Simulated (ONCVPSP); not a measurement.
Transferability test, ONCV potential for Kr (Z = 36)

ONCVPSP 4.0.1 input, shortened (lines: element, Z, core and valence counts, functional; n l f; lmax; l rc ep ncon nbas qcut; lloc lpopt rc5 dvloc0; l nproj debl; icmod fcfact rcfact), PW91, non-relativistic:

```
  Kr 36.00    3    5  -109134      upf
    1    0    2.00
    2    0    2.00
    2    1    6.00
    3    0    2.00
    3    1    6.00
    3    2   10.00
    4    0    2.00
    4    1    5.50
    3
    0    1.05    0.00    3    6    9.40
    1    1.58    0.00    3    6   10.50
    2    1.00    0.00    5   10   15.80
    3    1.10    0.03    5    9   10.90
    2    5    1.00    0.00
    0    2    1.80
    1    3    0.80
    2    0    2.30
    3    2    0.60
    3    5.00    1.75
```

Energies are relative to the spin-unpolarised reference configuration 3s2 3p6 3d10 4s2 4p5.5; without spin polarisation the order of configurations can differ from experiment.

Q: Give the all-electron excitation energy and the error of the potential for: 3s2 3p6 3d10 4s2 4p6; 3s2 3p6 3d10 4s2 4p5; 3s2 3p6 3d10 4s2 4p4; 3s2 3p5 3d10 4s2 4p6.

A:

```csv
valence configuration,charge,ΔE all-electron (eV),error AE − PS (meV)
3s2 3p6 3d10 4s2 4p6,0,-5.899,+0.1
3s2 3p6 3d10 4s2 4p5,+1,8.471,-0.2
3s2 3p6 3d10 4s2 4p4,+2,33.703,-1.3
3s2 3p5 3d10 4s2 4p6,+1,199.901,+1369
```

Note: ghosts flagged at negative energy: s at -709.8 eV; GHOST(+) flags only above 600 eV. A true bound ghost makes a file unfit for plane-wave use.
